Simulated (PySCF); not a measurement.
germanium monotelluride (GeTe), singlet, geometry from GFN2-xTB (core potentials on Te); CAMB3LYP/def2-SVP (PySCF).

The PySCF input:
```python
from pyscf import gto, scf, dft

mol = gto.M(
    atom='''
Ge   -0.000000   -0.000000   -1.458150
Te    0.000000    0.000000    0.897323
''',
    basis='def2-svp',
    ecp={'Te': 'def2-svp'},
    charge=0,
    spin=0,
    verbose=4,
)

mf = dft.RKS(mol)
mf.xc = 'camb3lyp'
mf.grids.radi_method = dft.radi.gauss_chebyshev
mf.kernel()
```

Problem. Write the output that PySCF gives for this input, abridged.

Solution. 
```
PySCF version 2.14.0

[INPUT] verbose = 4
[INPUT] num. atoms = 2
[INPUT] num. electrons = 56
[INPUT] charge = 0
[INPUT] spin (= nelec alpha-beta = 2S) = 0
[INPUT] symmetry False subgroup None
[INPUT] Mole.unit = angstrom
[INPUT] Symbol           X                Y                Z      unit          X                Y                Z       unit  Magmom
[INPUT]  1 Ge     0.000000000000   0.000000000000  -1.458150000000 AA    0.000000000000   0.000000000000  -2.755504148535 Bohr   0.0
[INPUT]  2 Te     0.000000000000   0.000000000000   0.897323000000 AA    0.000000000000   0.000000000000   1.695694715273 Bohr   0.0

nuclear repulsion = 172.537786672384
number of shells = 22
number of NR pGTOs = 135
number of NR cGTOs = 58
basis = def2-svp
ecp = {'Te': 'def2-svp'}

******** <class 'pyscf.dft.rks.RKS'> ********
method = RKS
initial guess = minao
damping factor = 0
level_shift factor = 0
DIIS = <class 'pyscf.scf.diis.CDIIS'>
diis_start_cycle = 1
diis_space = 8
diis_damp = 0
SCF conv_tol = 1e-09
SCF conv_tol_grad = None
SCF max_cycles = 50
direct_scf = True
direct_scf_tol = 1e-13
XC library pyscf.dft.libxc version 7.1.2
    S. Lehtola, C. Steigemann, M. J. T. Oliveira, and M. A. L. Marques,  SoftwareX 7, 1–5 (2018)
XC functionals = camb3lyp
    T. Yanai, D. P. Tew, and N. C. Handy,  Chem. Phys. Lett. 393, 51 (2004)
radial grids: Gauss-Chebyshev [JCP 108, 3226 (1998); DOI:10.1063/1.475719) radial grids
becke partition: Becke, JCP 88, 2547 (1988); DOI:10.1063/1.454033
pruning grids: <function nwchem_prune>
grids dens level: 3
symmetrized grids: False
atomic radii adjust function: <function treutler_atomic_radii_adjust>
small_rho_cutoff = 0
Set gradient conv threshold to 3.16228e-05
Initial guess from minao.
tot grids = 41320
init E= -2316.51324793316
  HOMO = -0.77000951930156  LUMO = -0.484381428825913  gap/eV = 7.77234
cycle= 1 E= -2342.97882061937  delta_E= -26.5  |g|= 2.69  |ddm|= 7.98
  HOMO = -0.0373253452972193  LUMO = 0.0447781018971796  gap/eV = 2.23415
cycle= 2 E= -2339.80541324573  delta_E= 3.17  |g|=  3.5  |ddm|= 9.71
  HOMO = -0.190698933810729  LUMO = 0.00343300954012502  gap/eV = 5.28260
cycle= 3 E= -2344.52705151258  delta_E= -4.72  |g|= 0.832  |ddm|= 7.64
  HOMO = -0.269012372912345  LUMO = -0.115895256892143  gap/eV = 4.16653
cycle= 4 E= -2344.58411936171  delta_E= -0.0571  |g|= 0.914  |ddm|= 2.78
  HOMO = -0.274949397404525  LUMO = -0.072263015290344  gap/eV = 5.51538
cycle= 5 E= -2344.89072832901  delta_E= -0.307  |g|= 0.15  |ddm|= 0.972
  HOMO = -0.300660598630231  LUMO = -0.05975910334308  gap/eV = 6.55526
cycle= 6 E= -2344.90140532853  delta_E= -0.0107  |g|= 0.029  |ddm|= 0.249
  HOMO = -0.296137803678257  LUMO = -0.0589125628821865  gap/eV = 6.45523
cycle= 7 E= -2344.90160383063  delta_E= -0.000199  |g|= 0.00818  |ddm|= 0.0513
  HOMO = -0.295738477623552  LUMO = -0.058067648023736  gap/eV = 6.46735
cycle= 8 E= -2344.90162545495  delta_E= -2.16e-05  |g|= 0.00521  |ddm|= 0.0209
  HOMO = -0.295733194681404  LUMO = -0.0584881243655981  gap/eV = 6.45577
cycle= 9 E= -2344.90163698995  delta_E= -1.15e-05  |g|= 0.00165  |ddm|= 0.00846
  HOMO = -0.295596429182783  LUMO = -0.0586027772292002  gap/eV = 6.44893
cycle= 10 E= -2344.90163840536  delta_E= -1.42e-06  |g|= 0.000133  |ddm|= 0.00493
  HOMO = -0.295616071534146  LUMO = -0.058585576143808  gap/eV = 6.44993
cycle= 11 E= -2344.90163841376  delta_E= -8.4e-09  |g|= 4.09e-05  |ddm|= 0.000326
  HOMO = -0.295615006928192  LUMO = -0.0585800445714168  gap/eV = 6.45005
cycle= 12 E= -2344.90163841498  delta_E= -1.22e-09  |g|= 9.32e-06  |ddm|= 0.000109
  HOMO = -0.295614561473149  LUMO = -0.05858146343303  gap/eV = 6.45000
cycle= 13 E= -2344.90163841502  delta_E= -4.09e-11  |g|= 5.85e-07  |ddm|= 2.2e-05
  HOMO = -0.295614549167595  LUMO = -0.0585816476827547  gap/eV = 6.44999
Extra cycle  E= -2344.90163841501  delta_E= 2.73e-12  |g|= 8.02e-07  |ddm|= 2.48e-06
converged SCF energy = -2344.90163841501
```
